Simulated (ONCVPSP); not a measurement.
What one change does to a pseudopotential (Pd (Z = 46), ONCV)

palladium, optimised norm-conserving Vanderbilt (ONCV), made with ONCVPSP 4.0.1 (PBEsol, fully relativistic). Core [Ar] 3d10, reference 4s2 4p6 4d10. Waves: 4s: rc 1.40 bohr, ncon 4, nbas 7, qcut 10.1 1/bohr, 2 projectors, debl 2.5 Ha; 4p: rc 1.60 bohr, ncon 5, nbas 9, qcut 8.4 1/bohr, 2 projectors, debl 3.9 Ha; 4d: rc 1.45 bohr, ncon 3, nbas 6, qcut 6.5 1/bohr, 2 projectors, debl 1.6 Ha. Local part: polynomial inside 0.95 bohr (lpopt 5, dvloc0 6 Ha). Core correction: Teter function, fcfact 4.5, rcfact 1.65.

Open shells are filled in proportion to 2j + 1.

In the s channel the program set the typed energies aside and used -3.131, 0.250 Ha.

All-electron outer shells of the reference configuration (PBEsol, scalar-relativistic, ld1.x):

```json
{"shell": "4s", "level (eV)": "-85.25", "outermost node (bohr)": "0.45", "outermost maximum (bohr)": "0.85"}
{"shell": "4p", "level (eV)": "-51.14", "outermost node (bohr)": "0.46", "outermost maximum (bohr)": "0.91"}
{"shell": "4d", "level (eV)": "-4.05", "outermost node (bohr)": "0.45", "outermost maximum (bohr)": "1.10"}
```

Change: s: nproj 1.

Cutoffs: the cutoffs (Ha) at which the residual kinetic energy of the hardest occupied pseudo-wave falls to 1 and 0.1 mHa per electron; they do not see the model core or the augmentation charge, which bear on the density cutoff. Errors are all-electron minus pseudo energies relative to the spin-unpolarised reference configuration.

How do hardness, ghosts and transferability respond?

The potential gets neither clearly harder nor softer (39 Ha and 79 Ha → 39 Ha and 79 Ha); the errors of the 3 common tests hardly move; the range in which the s phases agree narrows (upper end at the end of the scan → 0.0); neither file shows a bound ghost.

```csv
quantity,base,changed
"cutoff, loose",39 Ha,39 Ha
"cutoff, tight",79 Ha,79 Ha
bound ghosts,none,none
GHOST(+) flags under 300 eV,none,none
tests with a reliable result,3 of 4,3 of 4
"error for 4s2 4p6 4d9, meV [ΔE 9.13 eV]",-3.9,-3.9
"error for 4s2 4p6 4d8, meV [ΔE 29.94 eV]",-7.7,-7.6
"error for 4s1 4p6 4d10, meV [ΔE 91.47 eV]",-105,-102
s: phases at 1.42 bohr within 0.05 rad from the reference energy up to (Ha; the scan ends near 5),to the end of the scan,0.0
p3/2: phases at 1.63 bohr within 0.05 rad from the reference energy up to (Ha; the scan ends near 5),to the end of the scan,to the end of the scan
p1/2: phases at 1.63 bohr within 0.05 rad from the reference energy up to (Ha; the scan ends near 5),to the end of the scan,to the end of the scan
d5/2: phases at 1.47 bohr within 0.05 rad from the reference energy up to (Ha; the scan ends near 5),to the end of the scan,to the end of the scan
d3/2: phases at 1.47 bohr within 0.05 rad from the reference energy up to (Ha; the scan ends near 5),to the end of the scan,to the end of the scan
"rms error of d²Exc/dni dnj with the model core, mHa",2.61,2.61
```
